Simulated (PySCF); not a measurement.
# Correlation energy of P (phosphorus, neutral)

[Ne] 3s2 3p3, high-spin 4S determinant. Computed with PySCF 2.14 in cc-pVDZ-DK (4s3p1d, 18 functions), with the spin-free X2C one-electron Hamiltonian (Gaussian nucleus). Frozen: [Ne]; 5 electrons correlated.

MP2 pair energies summed by pair of shells (mhartree):

| pair | energy | share (%) |
| --- | --- | --- |
| 3s-3p | -40.53 | 63.8 |
| 3p-3p | -14.73 | 23.2 |
| 3s-3s | -8.22 | 12.9 |

Total MP2 correlation energy: -63.49 mhartree.

Same-spin part -17.33 and opposite-spin part -46.16 mhartree; SCS-MP2 scales them by 1/3 and 6/5 to -61.17 mhartree.

```tsv
level	correlation energy (mhartree)
CCSD	-81.20
(T)	-1.01
CCSD(T)	-82.21
```

Diagnostics: T1 = 0.0033, D1 = 0.0060, largest double amplitude 0.064.

**Question.** Is a single reference adequate?

**Answer.** Yes: T1 lies below 0.03 and no double amplitude reaches 0.07.
